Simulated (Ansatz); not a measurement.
Reaction (formal exchange of groups at the Al–C bond): `C#[C][Al]([CH3])[C]#C` + acetylene → `C#[C][Al]([C]#C)[C]#C` + CH₄

Gas-phase electronic energies from Ansatz, PBE0-D4/def2-TZVP geometries. CCSD(T)/CBS adds triple-zeta CCSD(T) − MP2 to the extrapolated MP2 energy (def2 sets, frozen cores). This one scheme is used for every species. DFT in def2-TZVPP.

| species | r2SCAN0-D4 energy (Eh) |
| --- | --- |
| `C#[C][Al]([CH3])[C]#C` | -435.77463 |
| `C#C` | -77.29678 |
| `C#[C][Al]([C]#C)[C]#C` | -472.59838 |
| CH₄ | -40.49857 |

Problem. Work out ΔE.

Solution. ΔE = (-472.59838) + (-40.49857) − (-435.77463) − (-77.29678) = -0.02554 Eh = -67.1 kJ/mol. CCSD(T)/CBS gives -66.2 kJ/mol.

Largest T1 diagnostic among the species: 0.014.

At CCSD(T), def2-SVP lies −5.3 kJ/mol from the extrapolated value and def2-TZVPP −1.8 kJ/mol. Leaving LDA and LC-ωPBE aside and taking each functional with its dispersion term where it has one, the values, not all of them listed here, spread over 10.6 kJ/mol, from B97M-V to ωB97M-V. LDA lies +6.7 kJ/mol from PBE without D4.
